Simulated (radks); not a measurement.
All-electron atom: the samarium ion Sm6+ in [Xe] 4f(5/2: 2, 7/2: 0) (not the ground configuration).

Calculated with a radial shooting solver on a logarithmic mesh with Libxc functionals: Dirac Kohn-Sham, relativistic LDA (MacDonald-Vosko exchange, VWN5 correlation), spin-unpolarised, spherical densities, finite nucleus; Fermi nuclear charge, rms radius 5.0819 fm.

Energy parts (hartree):
total: -10400.9780
kinetic: 11241.4284
electron-nucleus: -25271.6959
Hartree: 3837.0241
exchange-correlation: -207.7346

Orbitals (lengths in bohr, moments of r in powers of bohr; r(90%) holds 90 % of the orbital's charge):
| orbital | occ. | eigenvalue (hartree) | <1/r> | <r> | r(90%) |
|---|---|---|---|---|---|
| 1s1/2 | 2 | -1706.253 | 68.52 | 0.02284 | 0.0413 |
| 2s1/2 | 2 | -282.2631 | 16.29 | 0.09684 | 0.151 |
| 2p1/2 | 2 | -268.0486 | 16.28 | 0.08097 | 0.133 |
| 2p3/2 | 4 | -246.1479 | 14.52 | 0.08757 | 0.142 |
| 3s1/2 | 2 | -64.97264 | 5.922 | 0.2555 | 0.375 |
| 3p1/2 | 2 | -58.79630 | 5.841 | 0.2449 | 0.368 |
| 3p3/2 | 4 | -54.36209 | 5.398 | 0.2576 | 0.386 |
| 3d3/2 | 4 | -43.55143 | 5.276 | 0.2290 | 0.358 |
| 3d5/2 | 6 | -42.58453 | 5.164 | 0.2330 | 0.363 |
| 4s1/2 | 2 | -15.87832 | 2.501 | 0.5750 | 0.825 |
| 4p1/2 | 2 | -13.48840 | 2.402 | 0.5869 | 0.852 |
| 4p3/2 | 4 | -12.47658 | 2.253 | 0.6143 | 0.891 |
| 4d3/2 | 4 | -8.50321 | 2.054 | 0.6468 | 0.967 |
| 4d5/2 | 6 | -8.31628 | 2.018 | 0.6560 | 0.980 |
| 4f5/2 | 2 | -3.60503 | 1.624 | 0.7607 | 1.23 |
| 4f7/2 | 0 | -3.57643 | 1.612 | 0.7659 | 1.24 |
| 5s1/2 | 2 | -4.50175 | 1.057 | 1.277 | 1.81 |
| 5p1/2 | 2 | -3.74410 | 0.9725 | 1.375 | 1.96 |
| 5p3/2 | 4 | -3.54882 | 0.9233 | 1.434 | 2.04 |

The highest occupied level is 5p3/2 at -96.568 eV. The configuration is held as typed, so some empty levels lie below it. The density falls to 0.001 e/bohr^3 at r = 2.92 bohr.
